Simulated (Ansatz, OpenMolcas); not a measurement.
How methods differ on BNH3OF (SMILES NB(O)F)

The species is BNH3OF (7 atoms), meant as a singlet with charge 0. As SMILES, `NB(O)F`. The shape is that of a PBE0-D4/def2-TZVP optimisation. This is one conformer, not always the lowest.

Each level gives the HOMO–LUMO gap (eV). The values are calculated.

```
              level                    kind     program  value (eV)  CPU time
       HF/6-311+G**            Hartree–Fock      Ansatz       13.04     3.7 s
    SVWN5/6-311+G**                     LDA      Ansatz        5.85     5.2 s
      PBE/6-311+G**                     GGA  OpenMolcas        5.69      40 s
   revPBE/6-311+G**                     GGA      Ansatz        5.61     6.8 s
   r2SCAN/6-311+G**                meta-GGA  OpenMolcas        6.76      52 s
    BHLYP/6-311+G**           global hybrid  OpenMolcas        9.63      37 s
CAM-B3LYP/6-311+G**  range-separated hybrid      Ansatz        9.81     8.9 s
  wB97M-V/6-311+G**  range-separated hybrid      Ansatz       10.98      41 s
```

The values span 5.61 to 13.04 eV. Orbital gaps aren't excitation energies; they tend to grow with the share of exact exchange. CPU times are rough (shared hosts, several kinds of processor and program).
